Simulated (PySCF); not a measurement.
Species: FH7Si3.
SMILES: `F[SiH2][SiH2][SiH3]`

Torsions of this conformer, `[F:1][SiH2:2][SiH2:3][SiH3:4]`: F1–Si2–Si3–Si4 33°.

The closed-shell ground state was solved at several levels (PySCF, density fitting, gas phase, non-relativistic). Geometry: PBE0-D3(BJ)/def2-SVP, one conformer, isolated molecule.

```json
{"level": "B3LYP/cc-pVTZ", "basis functions": "230", "HOMO (eV)": "-7.84", "LUMO (eV)": "-0.95", "gap (eV)": "6.89", "dipole (D)": "1.29"}
{"level": "PBE/pcSseg-2", "basis functions": "263", "HOMO (eV)": "-6.99", "LUMO (eV)": "-1.73", "gap (eV)": "5.26", "dipole (D)": "1.35"}
{"level": "PBE0/def2-TZVP", "basis functions": "184", "HOMO (eV)": "-8.05", "LUMO (eV)": "-0.88", "gap (eV)": "7.17", "dipole (D)": "1.34"}
{"level": "LDA/pcSseg-2", "basis functions": "263", "HOMO (eV)": "-7.07", "LUMO (eV)": "-1.94", "gap (eV)": "5.13", "dipole (D)": "1.42"}
{"level": "KT2/pcSseg-2", "basis functions": "263", "HOMO (eV)": "-7.06", "LUMO (eV)": "-1.82", "gap (eV)": "5.24", "dipole (D)": "1.38"}
{"level": "mPW1PW91/pcSseg-2", "basis functions": "263", "HOMO (eV)": "-8.12", "LUMO (eV)": "-0.90", "gap (eV)": "7.22", "dipole (D)": "1.46"}
{"level": "PBE0/STO-3G", "basis functions": "39", "HOMO (eV)": "-4.53", "LUMO (eV)": "5.69", "gap (eV)": "10.22", "dipole (D)": "0.79"}
{"level": "B3LYP/6-31G*", "basis functions": "82", "HOMO (eV)": "-7.72", "LUMO (eV)": "-0.66", "gap (eV)": "7.06", "dipole (D)": "1.33"}
{"level": "PBE0/pcSseg-2", "basis functions": "263", "HOMO (eV)": "-8.09", "LUMO (eV)": "-0.91", "gap (eV)": "7.18", "dipole (D)": "1.46"}
{"level": "PBE0/cc-pVDZ", "basis functions": "103", "HOMO (eV)": "-8.01", "LUMO (eV)": "-0.60", "gap (eV)": "7.41", "dipole (D)": "1.36"}
```

Q: Estimate the row for LC-wPBE/pcSseg-2, a basis of 263 functions; the other rows only guide the guess.

A: HOMO -10.62 eV, LUMO 1.18 eV, gap 11.80 eV, dipole 1.51 D.

Q: Over all these levels, which gives the widest orbital gap and which the narrowest?

A: LC-wPBE/pcSseg-2 (range-separated hybrid) has the widest, 11.80 eV, and LDA/pcSseg-2 (LDA) the narrowest, 5.13 eV. The two share the basis. From the narrowest to the widest the HOMO moves by -3.55 eV and the LUMO by +3.12 eV.

Q: How much does the basis alone move the frontier levels among the 4 PBE0 rows?

A: The HOMO by 3.56 eV and the LUMO by 6.60 eV. By rising basis size (HOMO, LUMO in eV): STO-3G -4.53, 5.69; cc-pVDZ -8.01, -0.60; def2-TZVP -8.05, -0.88; pcSseg-2 -8.09, -0.91.

Q: How far do the dipole and the HOMO energy spread over the levels?

A: The dipole runs from 0.79 to 1.51 D (mean 1.33 D) and the HOMO from -10.62 to -4.53 eV.
